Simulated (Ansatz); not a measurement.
Steps of a relaxation of GeH4O2S2, SMILES `[OH][Ge]([OH])([SH])[SH]` with RKS PBE-D4/def2-SVP.

```sh
$ ansatz run in.yaml --threads 4 --pin off --events-out ev --progress --plain --max-ram 10444MiB
```

```yaml
crystal:
  periodic: [false, false, false]
  atoms:
    - {symbol: O, position_ang: [0.218100, 1.325000, -1.271400]}
    - {symbol: Ge, position_ang: [0.259800, 0.096100, -0.028500]}
    - {symbol: O, position_ang: [1.930100, -0.423600, 0.151500]}
    - {symbol: S, position_ang: [-0.909000, -1.625600, -0.637300]}
    - {symbol: S, position_ang: [-0.482000, 0.898900, 1.883800]}
    - {symbol: H, position_ang: [-0.792400, 1.616200, -1.333800]}
    - {symbol: H, position_ang: [2.240100, -0.786200, -0.717200]}
    - {symbol: H, position_ang: [-0.622700, -2.323500, 0.534700]}
    - {symbol: H, position_ang: [-1.753500, 1.176400, 1.401100]}
basis:
  gaussian: {orbitals: def2-SVP}
hamiltonian: {xc: pbe, dispersion: d4}
relax: {f_tol: 0.03, max_steps: 200}
```

Positions (Å) and forces (eV/Å) along the path, 16 of 23 steps:

```xyz
9
step=1 energy=-82311.6365 eV
O     0.218    1.325   -1.271   -2.925    1.468   -1.117
Ge    0.260    0.096   -0.029    0.098   -0.193    0.686
O     1.930   -0.424    0.151    0.907   -0.142   -0.267
S    -0.909   -1.626   -0.637   -0.664   -1.343    0.007
S    -0.482    0.899    1.884   -0.400    0.353    0.610
H    -0.792    1.616   -1.334    2.747   -0.557   -0.025
H     2.240   -0.786   -0.717   -0.210    0.223    0.617
H    -0.623   -2.324    0.535   -0.154    0.435   -0.574
H    -1.754    1.176    1.401    0.601   -0.242    0.063
9
step=2 energy=-82311.8834 eV
O     0.129    1.236   -1.399   -1.398    0.794   -0.098
Ge    0.217    0.082   -0.045    0.315   -0.032    0.502
O     1.943   -0.265    0.242    0.178   -0.468   -0.730
S    -1.011   -1.660   -0.726    0.172   -0.181    0.409
S    -0.344    0.889    1.974   -0.430   -0.052   -0.591
H    -0.802    1.624   -1.396    1.290   -0.409   -0.171
H     2.287   -0.739   -0.558   -0.053    0.278    0.517
H    -0.740   -2.286    0.469   -0.183    0.021   -0.262
H    -1.591    1.073    1.422    0.109    0.050    0.424
9
step=3 energy=-82311.9537 eV
O     0.145    1.254   -1.409   -0.903    0.348    0.083
Ge    0.236    0.089   -0.049    0.130    0.010    0.191
O     1.966   -0.282    0.215   -0.039   -0.208   -0.454
S    -0.988   -1.675   -0.707    0.108   -0.106    0.217
S    -0.375    0.897    1.955   -0.272    0.012   -0.300
H    -0.773    1.643   -1.422    0.863   -0.277   -0.092
H     2.306   -0.741   -0.589   -0.076    0.191    0.367
H    -0.766   -2.324    0.482   -0.086    0.100   -0.177
H    -1.662    1.092    1.506    0.276   -0.070    0.166
9
step=4 energy=-82311.9705 eV
O     0.145    1.252   -1.391    0.404   -0.196   -0.005
Ge    0.250    0.081   -0.036   -0.109   -0.086   -0.396
O     1.965   -0.323    0.192    0.182    0.092   -0.007
S    -0.937   -1.711   -0.686   -0.098    0.016    0.076
S    -0.376    0.913    1.916    0.196    0.046    0.318
H    -0.724    1.680   -1.447   -0.256    0.084    0.033
H     2.361   -0.641   -0.644   -0.079    0.027    0.073
H    -0.929   -2.248    0.569    0.026    0.029   -0.057
H    -1.666    0.949    1.509   -0.265   -0.013   -0.035
9
step=5 energy=-82311.9904 eV
O     0.224    1.259   -1.424   -0.188    0.092   -0.092
Ge    0.233    0.110   -0.056    0.084   -0.032    0.031
O     1.958   -0.256    0.181    0.079   -0.097    0.038
S    -1.005   -1.655   -0.673   -0.044   -0.008   -0.031
S    -0.370    0.924    1.932   -0.129    0.018    0.008
H    -0.668    1.635   -1.568    0.081   -0.011   -0.011
H     2.329   -0.664   -0.627   -0.032    0.057    0.047
H    -0.908   -2.216    0.565   -0.008    0.007    0.021
H    -1.705    0.816    1.653    0.157   -0.027   -0.010
9
step=6 energy=-82311.9951 eV
O     0.206    1.253   -1.428    0.010   -0.009   -0.017
Ge    0.239    0.103   -0.056    0.047   -0.006   -0.017
O     1.963   -0.268    0.193    0.028   -0.043   -0.005
S    -1.002   -1.661   -0.677   -0.026    0.014    0.014
S    -0.362    0.920    1.931   -0.014    0.010    0.008
H    -0.681    1.638   -1.555   -0.031    0.011   -0.004
H     2.348   -0.640   -0.625   -0.015    0.036    0.026
H    -0.936   -2.209    0.569   -0.001    0.010   -0.003
H    -1.687    0.817    1.629    0.001   -0.023   -0.002
9
step=7 energy=-82312.0021 eV
O     0.251    1.216   -1.447   -0.077   -0.004    0.012
Ge    0.245    0.091   -0.052   -0.049   -0.009   -0.015
O     1.957   -0.341    0.194   -0.154    0.036    0.176
S    -1.097   -1.624   -0.623    0.067    0.028    0.046
S    -0.388    0.969    1.903    0.042   -0.003   -0.026
H    -0.618    1.651   -1.548    0.081   -0.015   -0.007
H     2.373   -0.508   -0.670    0.106   -0.025   -0.168
H    -0.936   -2.211    0.598   -0.021    0.017   -0.028
H    -1.698    0.710    1.629    0.005   -0.025    0.010
9
step=8 energy=-82311.9054 eV rejected
O     0.304    1.164   -1.487   -0.273    0.106    0.055
Ge    0.243    0.080   -0.056   -0.176   -0.053   -0.043
O     1.937   -0.418    0.202    1.101    0.258   -2.168
S    -1.187   -1.592   -0.570    0.136    0.045    0.083
S    -0.403    1.024    1.864   -0.701   -0.287   -0.135
H    -0.531    1.675   -1.574    0.311   -0.162    0.030
H     2.420   -0.326   -0.715   -1.078   -0.238    2.110
H    -1.000   -2.182    0.649   -0.018    0.031   -0.069
H    -1.695    0.529    1.670    0.698    0.299    0.138
9
step=10 energy=-82312.0095 eV
O     0.241    1.145   -1.504   -0.020    0.022   -0.012
Ge    0.224    0.075   -0.067    0.012   -0.004   -0.022
O     1.933   -0.363    0.193   -0.006   -0.007    0.018
S    -1.119   -1.642   -0.602    0.005    0.008    0.039
S    -0.400    1.034    1.850   -0.011   -0.028   -0.038
H    -0.530    1.743   -1.512    0.027   -0.005    0.010
H     2.389   -0.430   -0.669   -0.008    0.003   -0.004
H    -0.967   -2.219    0.624    0.009    0.003   -0.011
H    -1.683    0.610    1.670   -0.008    0.008    0.020
9
step=11 energy=-82311.9901 eV rejected
O     0.242    1.097   -1.546   -0.832    0.892    0.099
Ge    0.201    0.062   -0.081   -0.014   -0.012   -0.064
O     1.901   -0.418    0.181    0.174    0.014   -0.310
S    -1.184   -1.641   -0.554    0.139   -0.121    0.312
S    -0.441    1.097    1.793   -0.232   -0.122   -0.038
H    -0.429    1.839   -1.467    0.816   -0.870   -0.074
H     2.384   -0.377   -0.678   -0.227   -0.019    0.349
H    -0.886   -2.258    0.640   -0.085    0.114   -0.279
H    -1.700    0.553    1.695    0.261    0.124    0.006
9
step=17 energy=-82312.0333 eV
O     0.082    1.066   -1.564   -0.142    0.149    0.054
Ge    0.167    0.048   -0.089   -0.029   -0.013   -0.005
O     1.881   -0.374    0.191    0.021    0.004   -0.010
S    -1.132   -1.714   -0.549    0.005   -0.003    0.001
S    -0.434    1.104    1.783   -0.011    0.011   -0.011
H    -0.312    1.935   -1.339    0.129   -0.162   -0.028
H     2.331   -0.473   -0.672   -0.014    0.001    0.028
H    -0.758   -2.365    0.590    0.013    0.021   -0.016
H    -1.736    0.728    1.631    0.028   -0.007   -0.013
9
step=18 energy=-82312.0445 eV
O     0.004    1.050   -1.569   -0.105    0.194    0.094
Ge    0.145    0.044   -0.090   -0.005    0.030   -0.013
O     1.865   -0.357    0.195    0.009    0.002   -0.023
S    -1.137   -1.729   -0.538    0.011   -0.015    0.006
S    -0.441    1.134    1.768    0.000   -0.016   -0.007
H    -0.226    1.966   -1.299    0.103   -0.204   -0.074
H     2.306   -0.507   -0.666   -0.014   -0.002    0.026
H    -0.689   -2.398    0.563    0.006    0.005   -0.010
H    -1.740    0.751    1.619   -0.004    0.007    0.001
9
step=19 energy=-82312.0552 eV
O    -0.107    1.038   -1.549   -0.060    0.117    0.086
Ge    0.107    0.043   -0.071    0.050   -0.004   -0.078
O     1.844   -0.311    0.194   -0.001   -0.016   -0.029
S    -1.104   -1.768   -0.549    0.022   -0.028    0.056
S    -0.436    1.120    1.804   -0.123   -0.021   -0.008
H    -0.122    1.982   -1.287    0.033   -0.110   -0.053
H     2.245   -0.579   -0.657   -0.010    0.015    0.052
H    -0.569   -2.462    0.499   -0.026    0.034   -0.039
H    -1.768    0.890    1.600    0.115    0.012    0.015
9
step=20 energy=-82311.9828 eV rejected
O    -0.287    1.086   -1.477    0.212    0.061   -0.613
Ge    0.123    0.035   -0.109   -1.038   -0.167    0.703
O     1.824   -0.345    0.188    0.564    0.111   -0.069
S    -1.089   -1.801   -0.537   -0.038    0.191   -0.197
S    -0.455    1.121    1.767    0.426   -0.055    0.173
H     0.044    1.988   -1.309   -0.047    0.046    0.043
H     2.272   -0.541   -0.656    0.091   -0.087   -0.048
H    -0.574   -2.456    0.533    0.102   -0.039    0.128
H    -1.769    0.865    1.584   -0.272   -0.062   -0.120
9
step=21 energy=-82312.0599 eV
O    -0.174    1.057   -1.541   -0.002    0.061    0.010
Ge    0.112    0.050   -0.085   -0.021    0.010    0.003
O     1.858   -0.258    0.167    0.028   -0.014   -0.037
S    -1.072   -1.779   -0.560    0.020   -0.008    0.025
S    -0.445    1.060    1.824   -0.032   -0.010   -0.008
H    -0.053    2.000   -1.309    0.009   -0.074   -0.017
H     2.248   -0.615   -0.656   -0.019    0.024    0.038
H    -0.615   -2.403    0.565   -0.014   -0.004   -0.030
H    -1.770    0.842    1.579    0.032    0.016    0.015
9
step=23 energy=-82312.0619 eV
O    -0.228    1.053   -1.524    0.000   -0.004    0.002
Ge    0.097    0.046   -0.077    0.002    0.003   -0.003
O     1.853   -0.225    0.161    0.004    0.002   -0.008
S    -1.050   -1.799   -0.577    0.000   -0.002    0.000
S    -0.441    1.026    1.852   -0.006   -0.001    0.001
H     0.003    1.982   -1.330    0.003   -0.003    0.002
H     2.237   -0.609   -0.652   -0.003    0.001    0.004
H    -0.610   -2.426    0.551   -0.001    0.001   -0.001
H    -1.772    0.906    1.579    0.001    0.002    0.004
```

It took 21 s on 4 threads of an Intel Xeon Platinum 8488C on a shared host, with 0.2 GiB of host memory at the peak.
